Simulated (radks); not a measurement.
Question: Valence configurations of O+ (all share [He]). All-electron calculation, scalar-relativistic Kohn-Sham, r2SCAN, spin-unpolarised, spherical densities, finite nucleus; meta-GGA in the generalised Kohn-Sham scheme; Fermi nuclear charge, rms radius 2.6991 fm. Program: a radial shooting solver on a logarithmic mesh with Libxc functionals. Order these by energy: 2s2 2p3; 2s1.5 2p3.5; 2p5; 2s0.5 2p4.5; 2s1 2p4.

Answer: From the lowest, in eV above it: 2s2 2p3 0.000; 2s1.5 2p3.5 8.191; 2s1 2p4 16.370; 2s0.5 2p4.5 24.532; 2p5 32.674. NIST lists [He] 2s2 2p3 as the ground configuration; this level of theory agrees among the configurations tried. The energies are those of spherical spin-averaged densities, not of single terms.
